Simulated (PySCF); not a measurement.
Dipole moment and polarisability of `C/C=C(\C=O)C[SiH2]Cl`

Species: C5H9ClOSi.
Atom-mapped SMILES: `[CH3:1]/[CH:2]=[C:3](\[CH:4]=[O:5])[CH2:6][SiH2:7][Cl:8]` (hydrogens: H9, H10, H11 on C1; H12 on C2; H13 on C4; H14, H15 on C6; H16, H17 on Si7)

Geometry (GFN2-xTB, Å), atoms numbered from 1 in this order:
```xyz
17
C5H9ClOSi angstrom
C      2.117   -1.450    0.018
C      1.027   -0.630   -0.574
C      0.346    0.387   -0.025
C      0.592    0.895    1.323
O     -0.133    1.678    1.891
C     -0.796    1.046   -0.734
Si    -2.470    0.437   -0.035
Cl    -2.420   -1.584   -0.118
H      2.966   -1.478   -0.665
H      2.451   -1.087    0.983
H      1.765   -2.476    0.136
H      0.741   -0.939   -1.574
H      1.507    0.526    1.818
H     -0.741    0.843   -1.804
H     -0.731    2.124   -0.592
H     -3.540    0.895   -0.921
H     -2.689    0.826    1.348
```

Level: PBE0/def2-SVPD (PySCF), static field, nuclei fixed, core orbitals frozen in the response. The polarisability tensor in these axes (au):

```
x   112.46 -15.55  -1.84
y   -15.55 104.92  10.71
z    -1.84  10.71  91.07
```

**Question.** Diagonalise the tensor; give its mean and Δα, where Δα² is half the sum of the squared differences of the eigenvalues.

**Answer.** Principal values 83.64, 98.21 and 126.61 au; mean 102.82 au = 15.24 Å³ = 16.95 × 10⁻⁴⁰ C²·m²/J; Δα = 37.85 au (37 % of the mean).

**Question.** What is the dipole moment, and where does it point?

**Answer.** (2.22, -0.92, -2.04) D, 3.15 D in size, pointing from the negative to the positive side. Measured along this direction, the outermost atoms are H17 at the negative end and H9 at the positive end.

**Question.** What would n − 1 = 2πNα be for an ideal gas of these molecules at 500 K and 1 atm, electronic part alone?

**Answer.** N = p/kT = 1.4678 × 10¹⁹ cm⁻³, so n − 1 = 2π × N × 15.24 × 10⁻²⁴ cm³ = 1405 × 10⁻⁶ at long wavelengths, for an ideal gas.

**Question.** In a dilute gas of rigid molecules at 500 K, how does the orientational term μ²/3kT compare with the electronic polarisability?

**Answer.** In Gaussian units μ²/3kT = 47.94 Å³ against 15.24 Å³, a ratio of 3.15; the Debye molar polarisation (4π/3)N_A(α + μ²/3kT) is 159.4 cm³/mol, leaving out the vibrational part.

**Question.** Give the eigenvalues of the traceless quadrupole moment Θ = ½Σq(3rr − r²1), origin at the centre of nuclear charge.

**Answer.** -12.10, 0.81, 11.28 D·Å. The values depend on the origin, since the dipole doesn't vanish. The electronic extent ⟨r²⟩ about the same centre is 1555 bohr², a root-mean-square distance of 2.36 Å for the 78 electrons.

The structure is a single GFN2-xTB conformer in the gas phase; no vibrational or solvent corrections.

These values come from a run that also computed excited states. The run took 69 s on Arm Neoverse V1, one thread, no GPU, shared host with 32 logical CPUs at a one-minute load of 22, and the process peaked at 0.98 GiB of memory.
